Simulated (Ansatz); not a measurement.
ZrO2, relaxed as a singlet with RKS PBE0-D4/def2-TZVP in Ansatz, starting from the GFN2-xTB geometry. Force threshold 0.02 eV/Å.

In the def2 sets Zr takes a core potential; there is no spin–orbit coupling. The structure comes from a short search, and lower isomers may exist.

Start:

Cartesian coordinates in Å:
```
Zr -0.509 -0.325 0.375
O 1.029 -1.033 -0.173
O -0.520 1.358 -0.202
```

```csv
step,energy (eV),largest force component (eV/Å),SCF passes
1,-5372.6073,1.037,28
2,-5372.6232,0.217,32
3,-5372.6262,0.049,32
4,-5372.6264,0.023,33
5,-5372.6264,0.000,25
```

Force components are those of the run's own axes.

End:

Cartesian coordinates in Å:
```
Zr -0.495 -0.316 0.364
O 1.022 -1.037 -0.167
O -0.527 1.353 -0.197
```

By distances, no bond broke or formed. The bond that changes most is Zr1–O2, from 1.78 to 1.76 Å (atoms count from 1).

No frequencies were taken in this run, so the end may be a saddle point.

Run time 2.9 s (4 threads of INTEL XEON PLATINUM 8581C on a shared host).
